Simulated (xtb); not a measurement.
Harmonic IR lines of one isomer of CHNOSi, unscaled. Calculation: GFN2-xTB (xtb).

```csv
wavenumber (cm⁻¹),relative intensity
123,3.3
180,28
669,17
721,19
917,42
2149,100
3548,4.6
```

Question: Which structure gives these lines?
(A) `N#C[Si]O` (lower singlet)
(B) `[C-]#[N+][Si]O` (excited triplet)
(C) `N#C[Si]O` (excited triplet)
(D) `[C-]#[N+][Si]O` (lower singlet)

Answer: C, `N#C[Si]O` (excited triplet)
